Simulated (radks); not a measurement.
Values are calculated unless marked as measured or tabulated.
Effect of the nuclear size on neutral silver, [Kr] 4d10 5s1. Code: a radial shooting solver on a logarithmic mesh with Libxc functionals. Model: Dirac Kohn-Sham, BLYP, spin-unpolarised, spherical densities, finite nucleus; Fermi nuclear charge, rms radius 4.5454 fm. The rms radius is varied about that value; shifts are against it.

rms radius (fm)  total energy shift (eV)  density at nucleus (e/bohr^3)  1s1/2 shift (meV)  2s1/2 shift (meV)  3s1/2 shift (meV)  3p1/2 shift (meV)  4s1/2 shift (meV)  4p1/2 shift (meV)  5s1/2 shift (meV)
3.75                              -0.906                      1.496e+05               -381              -42.6              -7.90              0.477              -1.49              0.088             -0.078
4.2227                            -0.386                      1.472e+05               -162              -18.2              -3.36              0.203             -0.635              0.038             -0.033
4.5454                                 0                      1.458e+05              0.000              0.000              0.000              0.000              0.000              0.000              0.000
4.7045                             0.199                      1.451e+05               83.9               9.37               1.74             -0.105              0.328             -0.019              0.017
5.2908                             0.985                      1.428e+05                414               46.3               8.58             -0.518               1.62             -0.096              0.084

Slopes of the eigenvalues against <r^2> in GHz/fm^2, as finite differences over the two radii next to the reference (eigenvalue slopes, not the field-shift constants of lines): 1s1/2 13800, 2s1/2 1550, 3s1/2 287, 3p1/2 -17.3, 4s1/2 54.1, 4p1/2 -3.20, 5s1/2 2.82.
